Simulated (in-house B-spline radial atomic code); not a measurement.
Ionisation energies along the 59-electron series, configuration [Kr] 4d10 4f11 5s2, as differences of self-consistent energies. NIST's values go from ground level to ground level; the uncertainty of those that are theory runs from under 0.1 % in few-electron ions to several per cent in heavy many-electron ones. Computed with a B-spline radial code for spherical atoms: non-relativistic Hartree-Fock, average of the configuration, point nuclei.

This level leaves out relativity, spin-orbit splitting included, which matters for heavy ions.

```json
{"ion": "Tm10+", "configuration after": "[Kr] 4d10 4f10 5s2", "ionisation energy (eV)": "187.7", "IE/(q+1)² (eV)": "1.5513", "-ε less Coulomb ΔSCF (eV)": "4.1368", "tabulated value (eV)": "205", "tabulated kind": "tabulated theory", "computed minus tabulated (eV)": "-17.3"}
{"ion": "Yb11+", "configuration after": "[Kr] 4d10 4f10 5s2", "ionisation energy (eV)": "220.8", "IE/(q+1)² (eV)": "1.5334", "-ε less Coulomb ΔSCF (eV)": "2.3639", "tabulated value (eV)": "244", "tabulated kind": "tabulated theory", "computed minus tabulated (eV)": "-23.2"}
{"ion": "Lu12+", "configuration after": "[Kr] 4d10 4f10 5s2", "ionisation energy (eV)": "?", "IE/(q+1)² (eV)": "?", "-ε less Coulomb ΔSCF (eV)": "?", "tabulated value (eV)": "?", "tabulated kind": "tabulated theory", "computed minus tabulated (eV)": "?"}
{"ion": "Hf13+", "configuration after": "[Kr] 4d10 4f11 5s1", "ionisation energy (eV)": "277.2", "IE/(q+1)² (eV)": "1.4144", "-ε less Coulomb ΔSCF (eV)": "0.33702", "tabulated value (eV)": "310", "tabulated kind": "tabulated theory", "computed minus tabulated (eV)": "-32.8"}
{"ion": "Ta14+", "configuration after": "[Kr] 4d10 4f11 5s1", "ionisation energy (eV)": "?", "IE/(q+1)² (eV)": "?", "-ε less Coulomb ΔSCF (eV)": "?", "tabulated value (eV)": "?", "tabulated kind": "tabulated theory", "computed minus tabulated (eV)": "?"}
{"ion": "W15+", "configuration after": "[Kr] 4d10 4f11 5s1", "ionisation energy (eV)": "336.5", "IE/(q+1)² (eV)": "1.3144", "-ε less Coulomb ΔSCF (eV)": "0.31755", "tabulated value (eV)": "361.9", "tabulated kind": "semi-empirical", "computed minus tabulated (eV)": "-25.4"}
```

Q: Fill in the row of Lu12+.

A: ionisation energy (eV): 256.0; IE/(q+1)² (eV): 1.5146; tabulated value (eV): 276; computed minus tabulated (eV): -20.0.

Q: Fill in the row of Ta14+.

A: ionisation energy (eV): 306.3; IE/(q+1)² (eV): 1.3612; -ε less Coulomb ΔSCF (eV): 0.32617; tabulated value (eV): 338; computed minus tabulated (eV): -31.7.
